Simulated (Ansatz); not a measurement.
A run of Ansatz (development build ahead of 0.2.0) on singlet H8 at this shape:

```
atom    x (Å)    y (Å)    z (Å)
   H   2.3960  -0.0420   0.2269
   H   2.1795   0.1795  -0.3407
   H  -0.1226   2.3446   0.5051
   H   0.1209   2.2760  -0.2112
   H  -2.4012  -0.0137   0.2263
   H  -2.2579   0.1550  -0.4963
   H  -0.1520  -2.3298   0.4813
   H   0.0588  -2.4535  -0.3575
```

Its results:

* Converged: yes
* Total energy: -4.49665 hartree

Forces (eV/Å):
| atom | Fx | Fy | Fz |
| --- | --- | --- | --- |
| H1 | 1.831 | -1.864 | 4.766 |
| H2 | -1.806 | 1.857 | -4.768 |
| H3 | 0.161 | -0.033 | -0.473 |
| H4 | -0.161 | 0.064 | 0.475 |
| H5 | 0.052 | 0.078 | -0.342 |
| H6 | -0.080 | -0.080 | 0.340 |
| H7 | 0.830 | -0.497 | -3.298 |
| H8 | -0.827 | 0.474 | 3.299 |

Which input gives this output? Name the method, the orbitals and the basis set, and write the input.

RHF in def2-SVP. An unrestricted run that stays on the closed shell gives the same numbers.

```yaml
crystal:
  periodic: [false, false, false]
  atoms:
    - { symbol: H, position_ang: [2.39599, -0.04198, 0.22689] }
    - { symbol: H, position_ang: [2.1795, 0.17947, -0.34065] }
    - { symbol: H, position_ang: [-0.12261, 2.3446, 0.50515] }
    - { symbol: H, position_ang: [0.12088, 2.27603, -0.21122] }
    - { symbol: H, position_ang: [-2.40118, -0.01371, 0.22631] }
    - { symbol: H, position_ang: [-2.25786, 0.15498, -0.49632] }
    - { symbol: H, position_ang: [-0.15202, -2.32978, 0.48133] }
    - { symbol: H, position_ang: [0.05879, -2.4535, -0.35751] }
basis:
  gaussian: { orbitals: def2-SVP }
hamiltonian:
  xc: hf
output:
  forces: true
```

Caution: stretched shape with no unrestricted run beside it, a lower state can exist.
